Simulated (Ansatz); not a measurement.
## Ligand exchange: SnH2(CH3)F + C3H5F → SnH3(CH3) + C3H4F2

Species: SnH2(CH3)F, singlet; C3H5F (allyl fluoride) `C=CCF`, singlet; SnH3(CH3), singlet; C3H4F2 `C=CC(F)F`, singlet. The partners trade F for H: Sn–F and C–H bonds give way to Sn–H and C–F.

Shapes, held fixed at every level: PBE0-D4/def2-TZVP. Flexible molecules stand in one conformer, not always the lowest. Programs: Ansatz 0.2.0. Electronic energies: no zero-point or thermal term.

```json
{"level": "PBE-D4/def2-TZVPP", "kind": "GGA", "ΔE (kJ/mol)": "+100.7", "less CCSD(T)/def2-TZVPP": "+2.2"}
{"level": "r2SCAN-D4/def2-TZVPP", "kind": "meta-GGA", "ΔE (kJ/mol)": "+101.8", "less CCSD(T)/def2-TZVPP": "+3.3"}
{"level": "PBE0-D4/def2-TZVPP", "kind": "global hybrid", "ΔE (kJ/mol)": "+97.9", "less CCSD(T)/def2-TZVPP": "-0.6"}
{"level": "wB97M-V/def2-TZVPP", "kind": "range-separated hybrid", "ΔE (kJ/mol)": "+100.1", "less CCSD(T)/def2-TZVPP": "+1.6"}
{"level": "wB97X-V/def2-TZVPP", "kind": "range-separated hybrid", "ΔE (kJ/mol)": "+101.7", "less CCSD(T)/def2-TZVPP": "+3.2"}
{"level": "MP2/def2-TZVPP", "kind": "perturbation theory", "ΔE (kJ/mol)": "+106.9", "less CCSD(T)/def2-TZVPP": "+8.4"}
{"level": "CCSD(T)/def2-TZVPP", "kind": "coupled cluster or CI", "ΔE (kJ/mol)": "+98.5", "less CCSD(T)/def2-TZVPP": "0.0"}
```

The highest level, CCSD(T)/def2-TZVPP, gives ΔE = +98.5 kJ/mol; the levels span +97.9 to +106.9. The column of differences is taken from that level and isn't an error. No measured value is set beside it here. For atoms past krypton def2 sets carry core potentials with scalar relativity. Outer-core shells of Sn are correlated in most correlated rows, in sets that cover them unevenly.
